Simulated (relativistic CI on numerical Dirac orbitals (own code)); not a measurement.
Spin-allowed bands of a d3 ion in an octahedral site, by hand

Problem. Take Δ = 16200 cm⁻¹ and B = 950 cm⁻¹ for a d3 ion in an octahedral site. Calculate the three spin-allowed bands.

Working.
1. The terms of highest spin are 4F (energy 0) and 4P (15B = 14250 cm⁻¹). Here the F term splits into A2 at −1.2Δ = -19440, T2 at −0.2Δ = -3240 and T1 at +0.6Δ = 9720 cm⁻¹.
2. The two T1 states mix through the element 0.4Δ: H = [[9720, 6480], [6480, 14250]], with roots ½(H₁₁ + H₂₂) ∓ ½√[(H₂₂ − H₁₁)² + 4H₁₂²] = ½(23970) ∓ ½(13729) = 5121 and 18849 cm⁻¹.
3. The ground term is 4A2 at -19440 cm⁻¹.
4. Bands: 4T2 16200 cm⁻¹ (617 nm), 4T1(F) 24561 cm⁻¹ (407 nm), 4T1(P) 38289 cm⁻¹ (261 nm).

Check. Exact diagonalisation of the whole d3 shell with these parameters gives 4T2 16200, 4T1 24561, 4T1 38289 cm⁻¹. The match is exact, since without spin-orbit coupling no other term has this spin. The ratio of the second band to the first, 1.516, depends on Δ/B = 17.1 alone, which is how a Tanabe-Sugano diagram is read.
